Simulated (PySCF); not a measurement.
## Electron correlation in In (indium, neutral)

Starting occupation: [Kr] 4d10 5s2 5p1, 5p1/2 with m_j = +1/2. Computed with PySCF 2.14 in x2c-SVPall-2c (6s8p4d, 50 functions), with X2C-1e with screened-nucleus spin-orbit coupling, Gaussian nucleus. Frozen: [Ar] 3d10; 21 electrons correlated; the 6 highest virtual spinors left out.

MP2 pair energies summed by pair of shells (mhartree):

| pair | energy | share (%) |
| --- | --- | --- |
| 5s1/2-5s1/2 | -14.76 | 17.0 |
| 5p1/2-5s1/2 | -8.94 | 10.3 |
| 4d3/2-4d5/2 | -7.77 | 8.9 |
| 4d5/2-4p3/2 | -7.46 | 8.6 |
| 4d5/2-4d5/2 | -6.39 | 7.4 |
| 4p1/2-4p3/2 | -5.21 | 6.0 |
| 4d3/2-4p3/2 | -5.07 | 5.8 |
| 4d5/2-5s1/2 | -5.01 | 5.8 |
| 4p3/2-4p3/2 | -4.54 | 5.2 |
| 4d3/2-5s1/2 | -3.67 | 4.2 |
| 4d5/2-4p1/2 | -3.57 | 4.1 |
| 4d3/2-4d3/2 | -2.70 | 3.1 |
| 4d3/2-4p1/2 | -2.27 | 2.6 |
| 4d5/2-5p1/2 | -1.87 | 2.1 |
| 4d3/2-5p1/2 | -1.41 | 1.6 |
| 4d5/2-4s1/2 | -1.12 | 1.3 |
| 4p1/2-4p1/2 | -0.94 | 1.1 |
| 4p3/2-5s1/2 | -0.89 | 1.0 |
| 4d3/2-4s1/2 | -0.72 | 0.8 |
| 4p3/2-4s1/2 | -0.69 | 0.8 |
| 4s1/2-4s1/2 | -0.48 | 0.6 |
| 4p1/2-5s1/2 | -0.37 | 0.4 |
| 4p1/2-4s1/2 | -0.35 | 0.4 |
| 4p3/2-5p1/2 | -0.32 | 0.4 |
| 4s1/2-5s1/2 | -0.16 | 0.2 |
| 4p1/2-5p1/2 | -0.09 | 0.1 |
| 4s1/2-5p1/2 | -0.02 | 0.0 |

Total MP2 correlation energy: -86.79 mhartree.

This basis was not built for core-valence correlation, so the inner-shell part is incomplete.
